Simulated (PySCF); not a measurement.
## Ionisation energy of W²⁺ by level of theory

W²⁺ [Xe] 4f14 5d4 (5D) → W³⁺ [Xe] 4f14 5d3 (4F), as a difference of total energies. All numbers are calculated (PySCF 2.14, a scalar-relativistic core potential, in def2-QZVPPD with the def2 core potential (60 electrons)). Correlated levels: valence and next inner shell: nothing frozen outside the core potential. The calculations carry no spin-orbit coupling.

| method | ionisation energy (eV) |
| --- | --- |
| UHF | 24.675 |
| MP2 (valence and next inner shell) | 25.599 |
| SCS-MP2 (valence and next inner shell) | 25.282 |
| CCSD (valence and next inner shell) | 25.494 |
| CCSD(T) (valence and next inner shell) | 25.532 |

Question: How much does correlation contribute at CCSD(T) (valence and next inner shell)?

Answer: 25.532 − (24.675) = 0.857 eV, measured against UHF.

The reference lies between the lowest fine-structure levels, while these numbers refer to the centres of the terms.

Errors of the correlated levels include the incompleteness of this basis.

For comparison: 26 ± 0.4 eV (semi-empirical (NIST evaluation); NIST Atomic Spectra Database, ionization energies).
